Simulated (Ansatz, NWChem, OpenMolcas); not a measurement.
## How methods differ on PbO (SMILES [O][Pb])

PbO has 2 atoms, charge 0, and is taken as a singlet. SMILES: `[O][Pb]`. The bond length is the measured one.

```xyz
2

O     0.0000    0.0000    0.0000
Pb    0.0000    0.0000    1.9218
```

Quantity: the dipole moment, in D. The values are calculated.

```json
{"level": "HF/def2-TZVP (core potential)", "kind": "Hartree–Fock", "program": "NWChem", "value (D)": "5.94", "CPU time": "33 s"}
{"level": "SVWN5/def2-TZVP (core potential)", "kind": "LDA", "program": "NWChem", "value (D)": "4.26", "CPU time": "20 s"}
{"level": "PBE/def2-TZVP (core potential)", "kind": "GGA", "program": "OpenMolcas", "value (D)": "4.24", "CPU time": "15 s"}
{"level": "TPSS/def2-TZVP (core potential)", "kind": "meta-GGA", "program": "NWChem", "value (D)": "4.34", "CPU time": "32 s"}
{"level": "r2SCAN/def2-TZVP (core potential)", "kind": "meta-GGA", "program": "OpenMolcas", "value (D)": "4.46", "CPU time": "21 s"}
{"level": "B3LYP/def2-TZVP (core potential)", "kind": "global hybrid", "program": "OpenMolcas", "value (D)": "4.69", "CPU time": "15 s"}
{"level": "CAM-B3LYP/def2-TZVP (core potential)", "kind": "range-separated hybrid", "program": "NWChem", "value (D)": "4.96", "CPU time": "1.9 min"}
{"level": "MP2/def2-TZVP (core potential)", "kind": "perturbation theory", "program": "Ansatz", "value (D)": "3.95", "CPU time": "5 s"}
```

The values span 3.95 to 5.94 D. CPU times are rough (shared hosts, several kinds of processor): they show what a rung costs within a factor of a few.
